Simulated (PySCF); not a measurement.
**Dipole response of Co⁺ (cobalt, charge +1)**

[Ar] 3d8, high-spin 3F determinant. All numbers are calculated (PySCF 2.14, scalar relativity by spin-free X2C-1e, in x2c-QZVPPall with one added diffuse shell each of s, p, d, f, g type (12s8p6d5f3g, 128 functions)). Coupled (time-dependent) response in atomic units; α is the mean over directions.

```json
{"method": "PBE0", "mean α (bohr³)": "9.245", "C₆ (like pair)": "32.57", "S(−4)": "83.10"}
```

S(−4) is the Cauchy moment in α(ω) = α(0) + S(−4) ω² + …

α(iu) at PBE0:

| u (hartree) | α(iu) (bohr³) |
| --- | --- |
| 0 | 9.245 |
| 0.0500 | 9.045 |
| 0.100 | 8.522 |
| 0.200 | 7.138 |
| 0.300 | 5.917 |
| 0.500 | 4.315 |
| 0.750 | 3.186 |
| 1.00 | 2.494 |
| 1.50 | 1.691 |
| 2.00 | 1.242 |
| 3.00 | 0.7623 |
| 5.00 | 0.3755 |

A single London oscillator, α(iu) = α/(1 + u²/ω²), gives C₆ = (3/4) ω α². Matching the computed C₆ needs ω = 4 × 32.57 / (3 × 9.245²) = 0.508 hartree.

For an ion, C₆ is the dispersion term alone; charge-induced terms of lower order in 1/R come first.
